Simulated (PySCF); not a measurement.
C3H3, charge -1, singlet, at a GFN2-xTB geometry; BLYP/cc-pVDZ (PySCF).

The PySCF input:
```python
from pyscf import gto, scf, dft

mol = gto.Mole()
mol.atom = '''
    C    -0.00058846   -0.06735310    0.13145175
    C     0.01272709    0.42165409    1.28692893
    C    -0.00916618   -0.23508926   -1.20054090
    H     0.00817204   -0.08669387    2.25254432
    H     0.90933867   -0.33006222   -1.78374476
    H    -0.93534543   -0.29851433   -1.77583821
'''
mol.basis = 'cc-pvdz'
mol.charge = -1
mol.verbose = 4
mol.build()

mf = dft.RKS(mol)
mf.xc = 'blyp'
mf.diis = False
mf.max_cycle = 100
mf.kernel()
```

Output, abridged:

```
PySCF version 2.14.0

[INPUT] verbose = 4
[INPUT] num. atoms = 6
[INPUT] num. electrons = 22
[INPUT] charge = -1
[INPUT] spin (= nelec alpha-beta = 2S) = 0
[INPUT] symmetry False subgroup None
[INPUT] Mole.unit = angstrom
[INPUT] Symbol           X                Y                Z      unit          X                Y                Z       unit  Magmom
[...]
nuclear repulsion = 53.3629348803075
number of shells = 24
number of NR pGTOs = 99
number of NR cGTOs = 57
basis = cc-pvdz
ecp = {}

******** <class 'pyscf.dft.rks.RKS'> ********
method = RKS
initial guess = minao
damping factor = 0
level_shift factor = 0
DIIS disabled
SCF conv_tol = 1e-09
SCF conv_tol_grad = None
SCF max_cycles = 100
direct_scf = True
direct_scf_tol = 1e-13
XC library pyscf.dft.libxc version 7.1.2
    S. Lehtola, C. Steigemann, M. J. T. Oliveira, and M. A. L. Marques,  SoftwareX 7, 1–5 (2018)
XC functionals = blyp
    A. D. Becke,  Phys. Rev. A 38, 3098 (1988)
    C. Lee, W. Yang, and R. G. Parr,  Phys. Rev. B 37, 785 (1988)
    B. Miehlich, A. Savin, H. Stoll, and H. Preuss,  Chem. Phys. Lett. 157, 200 (1989)
radial grids:
    Treutler-Ahlrichs [JCP 102, 346 (1995); DOI:10.1063/1.469408] (M4) radial grids

becke partition: Becke, JCP 88, 2547 (1988); DOI:10.1063/1.454033
pruning grids: <function nwchem_prune>
grids dens level: 3
symmetrized grids: False
atomic radii adjust function: <function treutler_atomic_radii_adjust>
small_rho_cutoff = 0
Set gradient conv threshold to 3.16228e-05
Initial guess from minao.
tot grids = 71784
init E= -116.152766983057
[...]
cycle= 1 E= -115.829290043566  delta_E= 0.323  |g|= 0.632  |ddm|=  2.8
[...]
cycle= 2 E= -115.692483844796  delta_E= 0.137  |g|= 0.917  |ddm|= 6.31
[...]
cycle= 3 E= -115.521082043152  delta_E= 0.171  |g|= 1.19  |ddm|= 6.49
[...]
cycle= 4 E= -114.919633172858  delta_E= 0.601  |g|= 1.73  |ddm|= 15.4
[...]
cycle= 5 E= -113.999435678305  delta_E= 0.92  |g|= 2.47  |ddm|= 15.6
[...]
cycle= 6 E= -102.557359112883  delta_E= 11.4  |g|= 3.98  |ddm|=  140
[...]
cycle= 7 E= -93.2938676049572  delta_E= 9.26  |g|= 6.15  |ddm|=  139
[...]
cycle= 8 E= -84.333663504334  delta_E= 8.96  |g|=  6.1  |ddm|= 50.4
[...]
cycle= 9 E= -88.3287979820067  delta_E=   -4  |g|= 6.14  |ddm|= 50.8
[...]
cycle= 10 E= -83.4817260609277  delta_E= 4.85  |g|= 6.64  |ddm|= 31.4
[...]
cycle= 11 E= -87.9650092394668  delta_E= -4.48  |g|= 6.21  |ddm|= 31.4
[...]
cycle= 12 E= -83.4335238314443  delta_E= 4.53  |g|= 6.69  |ddm|= 30.2
[...]
cycle= 13 E= -87.9254337666422  delta_E= -4.49  |g|= 6.22  |ddm|= 30.2
[...]
cycle= 14 E= -83.4277848229545  delta_E=  4.5  |g|=  6.7  |ddm|= 30.1
[...]
cycle= 15 E= -87.9208436469788  delta_E= -4.49  |g|= 6.22  |ddm|= 30.1
[...]
cycle= 16 E= -83.427120499589  delta_E= 4.49  |g|=  6.7  |ddm|= 30.1
[...]
cycle= 17 E= -87.9203079331096  delta_E= -4.49  |g|= 6.22  |ddm|= 30.1
[...]
cycle= 18 E= -83.4270431165772  delta_E= 4.49  |g|=  6.7  |ddm|= 30.1
[...]
cycle= 19 E= -87.9202454079901  delta_E= -4.49  |g|= 6.22  |ddm|= 30.1
[...]
cycle= 20 E= -83.4270340905592  delta_E= 4.49  |g|=  6.7  |ddm|= 30.1
[...]
cycle= 21 E= -87.9202381121919  delta_E= -4.49  |g|= 6.22  |ddm|= 30.1
[...]
cycle= 22 E= -83.4270330375593  delta_E= 4.49  |g|=  6.7  |ddm|= 30.1
[...]
cycle= 23 E= -87.920237260962  delta_E= -4.49  |g|= 6.22  |ddm|= 30.1
[...]
cycle= 24 E= -83.427032914708  delta_E= 4.49  |g|=  6.7  |ddm|= 30.1
[...]
cycle= 25 E= -87.920237161648  delta_E= -4.49  |g|= 6.22  |ddm|= 30.1
[...]
cycle= 26 E= -83.4270329003765  delta_E= 4.49  |g|=  6.7  |ddm|= 30.1
[...]
cycle= 27 E= -87.9202371500618  delta_E= -4.49  |g|= 6.22  |ddm|= 30.1
[...]
cycle= 28 E= -83.4270328987057  delta_E= 4.49  |g|=  6.7  |ddm|= 30.1
[...]
cycle= 29 E= -87.9202371487103  delta_E= -4.49  |g|= 6.22  |ddm|= 30.1
[...]
cycle= 30 E= -83.42703289851  delta_E= 4.49  |g|=  6.7  |ddm|= 30.1
[...]
cycle= 31 E= -87.9202371485526  delta_E= -4.49  |g|= 6.22  |ddm|= 30.1
[...]
cycle= 32 E= -83.4270328984877  delta_E= 4.49  |g|=  6.7  |ddm|= 30.1
[...]
cycle= 33 E= -87.9202371485344  delta_E= -4.49  |g|= 6.22  |ddm|= 30.1
[...]
cycle= 34 E= -83.427032898485  delta_E= 4.49  |g|=  6.7  |ddm|= 30.1
[...]
cycle= 35 E= -87.9202371485325  delta_E= -4.49  |g|= 6.22  |ddm|= 30.1
[...]
cycle= 36 E= -83.4270328984848  delta_E= 4.49  |g|=  6.7  |ddm|= 30.1
[...]
cycle= 37 E= -87.9202371485325  delta_E= -4.49  |g|= 6.22  |ddm|= 30.1
[...]
cycle= 38 E= -83.427032898485  delta_E= 4.49  |g|=  6.7  |ddm|= 30.1
[...]
cycle= 39 E= -87.920237148532  delta_E= -4.49  |g|= 6.22  |ddm|= 30.1
[...]
cycle= 40 E= -83.4270328984865  delta_E= 4.49  |g|=  6.7  |ddm|= 30.1
[...]
cycle= 41 E= -87.9202371485322  delta_E= -4.49  |g|= 6.22  |ddm|= 30.1
[...]
cycle= 42 E= -83.4270328984852  delta_E= 4.49  |g|=  6.7  |ddm|= 30.1
[...]
cycle= 43 E= -87.9202371485322  delta_E= -4.49  |g|= 6.22  |ddm|= 30.1
[...]
cycle= 44 E= -83.4270328984849  delta_E= 4.49  |g|=  6.7  |ddm|= 30.1
[...]
cycle= 45 E= -87.9202371485321  delta_E= -4.49  |g|= 6.22  |ddm|= 30.1
[...]
cycle= 46 E= -83.4270328984848  delta_E= 4.49  |g|=  6.7  |ddm|= 30.1
[...]
cycle= 47 E= -87.9202371485313  delta_E= -4.49  |g|= 6.22  |ddm|= 30.1
[...]
cycle= 48 E= -83.4270328984845  delta_E= 4.49  |g|=  6.7  |ddm|= 30.1
[...]
cycle= 49 E= -87.9202371485317  delta_E= -4.49  |g|= 6.22  |ddm|= 30.1
[...]
cycle= 50 E= -83.4270328984849  delta_E= 4.49  |g|=  6.7  |ddm|= 30.1
[...]
cycle= 51 E= -87.9202371485316  delta_E= -4.49  |g|= 6.22  |ddm|= 30.1
[...]
cycle= 52 E= -83.4270328984861  delta_E= 4.49  |g|=  6.7  |ddm|= 30.1
[...]
cycle= 53 E= -87.920237148532  delta_E= -4.49  |g|= 6.22  |ddm|= 30.1
[...]
cycle= 54 E= -83.4270328984851  delta_E= 4.49  |g|=  6.7  |ddm|= 30.1
[...]
cycle= 55 E= -87.9202371485317  delta_E= -4.49  |g|= 6.22  |ddm|= 30.1
[...]
cycle= 56 E= -83.4270328984839  delta_E= 4.49  |g|=  6.7  |ddm|= 30.1
[...]
cycle= 57 E= -87.9202371485321  delta_E= -4.49  |g|= 6.22  |ddm|= 30.1
[...]
cycle= 58 E= -83.4270328984851  delta_E= 4.49  |g|=  6.7  |ddm|= 30.1
[...]
cycle= 59 E= -87.9202371485318  delta_E= -4.49  |g|= 6.22  |ddm|= 30.1
[...]
cycle= 60 E= -83.427032898484  delta_E= 4.49  |g|=  6.7  |ddm|= 30.1
[...]
cycle= 61 E= -87.9202371485317  delta_E= -4.49  |g|= 6.22  |ddm|= 30.1
[...]
cycle= 62 E= -83.4270328984851  delta_E= 4.49  |g|=  6.7  |ddm|= 30.1
[...]
cycle= 63 E= -87.9202371485321  delta_E= -4.49  |g|= 6.22  |ddm|= 30.1
[...]
cycle= 64 E= -83.427032898486  delta_E= 4.49  |g|=  6.7  |ddm|= 30.1
[...]
cycle= 65 E= -87.9202371485323  delta_E= -4.49  |g|= 6.22  |ddm|= 30.1
[...]
cycle= 66 E= -83.4270328984852  delta_E= 4.49  |g|=  6.7  |ddm|= 30.1
[...]
cycle= 67 E= -87.9202371485322  delta_E= -4.49  |g|= 6.22  |ddm|= 30.1
[...]
cycle= 68 E= -83.4270328984862  delta_E= 4.49  |g|=  6.7  |ddm|= 30.1
[...]
cycle= 69 E= -87.9202371485324  delta_E= -4.49  |g|= 6.22  |ddm|= 30.1
[...]
cycle= 70 E= -83.4270328984858  delta_E= 4.49  |g|=  6.7  |ddm|= 30.1
[...]
cycle= 71 E= -87.920237148532  delta_E= -4.49  |g|= 6.22  |ddm|= 30.1
[...]
cycle= 72 E= -83.4270328984861  delta_E= 4.49  |g|=  6.7  |ddm|= 30.1
[...]
cycle= 73 E= -87.9202371485319  delta_E= -4.49  |g|= 6.22  |ddm|= 30.1
[...]
cycle= 74 E= -83.4270328984846  delta_E= 4.49  |g|=  6.7  |ddm|= 30.1
[...]
cycle= 75 E= -87.9202371485321  delta_E= -4.49  |g|= 6.22  |ddm|= 30.1
[...]
cycle= 76 E= -83.4270328984858  delta_E= 4.49  |g|=  6.7  |ddm|= 30.1
[...]
cycle= 77 E= -87.9202371485328  delta_E= -4.49  |g|= 6.22  |ddm|= 30.1
[...]
cycle= 78 E= -83.4270328984853  delta_E= 4.49  |g|=  6.7  |ddm|= 30.1
[...]
cycle= 79 E= -87.920237148532  delta_E= -4.49  |g|= 6.22  |ddm|= 30.1
[...]
cycle= 80 E= -83.4270328984848  delta_E= 4.49  |g|=  6.7  |ddm|= 30.1
[...]
cycle= 81 E= -87.9202371485318  delta_E= -4.49  |g|= 6.22  |ddm|= 30.1
[...]
cycle= 82 E= -83.4270328984851  delta_E= 4.49  |g|=  6.7  |ddm|= 30.1
[...]
cycle= 83 E= -87.9202371485323  delta_E= -4.49  |g|= 6.22  |ddm|= 30.1
[...]
cycle= 84 E= -83.4270328984862  delta_E= 4.49  |g|=  6.7  |ddm|= 30.1
[...]
cycle= 85 E= -87.9202371485318  delta_E= -4.49  |g|= 6.22  |ddm|= 30.1
[...]
cycle= 86 E= -83.4270328984855  delta_E= 4.49  |g|=  6.7  |ddm|= 30.1
[...]
cycle= 87 E= -87.9202371485322  delta_E= -4.49  |g|= 6.22  |ddm|= 30.1
[...]
cycle= 88 E= -83.4270328984853  delta_E= 4.49  |g|=  6.7  |ddm|= 30.1
[...]
cycle= 89 E= -87.9202371485319  delta_E= -4.49  |g|= 6.22  |ddm|= 30.1
[...]
cycle= 90 E= -83.4270328984854  delta_E= 4.49  |g|=  6.7  |ddm|= 30.1
[...]
cycle= 91 E= -87.9202371485321  delta_E= -4.49  |g|= 6.22  |ddm|= 30.1
[...]
cycle= 92 E= -83.4270328984864  delta_E= 4.49  |g|=  6.7  |ddm|= 30.1
[...]
cycle= 93 E= -87.9202371485321  delta_E= -4.49  |g|= 6.22  |ddm|= 30.1
[...]
cycle= 94 E= -83.4270328984848  delta_E= 4.49  |g|=  6.7  |ddm|= 30.1
[...]
cycle= 95 E= -87.9202371485319  delta_E= -4.49  |g|= 6.22  |ddm|= 30.1
[...]
cycle= 96 E= -83.427032898485  delta_E= 4.49  |g|=  6.7  |ddm|= 30.1
[...]
cycle= 97 E= -87.9202371485319  delta_E= -4.49  |g|= 6.22  |ddm|= 30.1
[...]
cycle= 98 E= -83.4270328984851  delta_E= 4.49  |g|=  6.7  |ddm|= 30.1
[...]
cycle= 99 E= -87.9202371485319  delta_E= -4.49  |g|= 6.22  |ddm|= 30.1
[...]
cycle= 100 E= -83.4270328984857  delta_E= 4.49  |g|=  6.7  |ddm|= 30.1
SCF not converged.
SCF energy = -83.4270328984857
```

The run did not converge; its last values are not results.
